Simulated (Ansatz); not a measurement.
Born–Oppenheimer molecular dynamics of BClH4N2 (8 atoms, charge 0, multiplicity 1). It goes on from the last frame of an earlier run, with new velocities.

These are results of RKS PBE0/def2-SVP in Ansatz 0.2.0, not measurements.

- ensemble: NVE (velocity Verlet)
- time step: 0.5 fs
- steps asked: 100
- starting velocities drawn for: 300 K
- seed: 338488

First frame:

```xyz
8
Properties=species:S:1:pos:R:3
B -0.104 0.075 0.072
N -0.013 -0.097 1.451
H -0.853 -0.375 1.964
H 0.868 0.043 1.917
Cl 1.444 0.472 -0.820
N -1.276 -0.019 -0.697
H -2.229 -0.240 -0.479
H -1.151 0.177 -1.695
```

How far do the bonds stretch over the last three quarters of this one trajectory? (Pairs bonded in most of those frames.)


```
  bond  mean (Å)  spread (Å)  shortest  longest
 B1–N2     1.420       0.028      1.37     1.46
B1–Cl5     1.796       0.038      1.74     1.84
 B1–N6     1.409       0.023      1.38     1.47
 N2–H3     1.012       0.014      0.99     1.03
 N2–H4     1.012       0.007      1.00     1.02
 N6–H7     1.014       0.017      0.99     1.04
 N6–H8     1.011       0.015      0.99     1.03
```

Mean temperature of the second half: 219 K. The conserved energy stayed within 0.098 meV per atom of its start (net change 0.0095 meV per atom), so the integration is sound. A run of 0.05 ps of so small a system gives no equilibrium averages.

The run took 2.9 min on 1 thread of Intel(R) Xeon(R) 6975P-C (Granite Rapids) (shared host), peak memory 0.17 GiB.
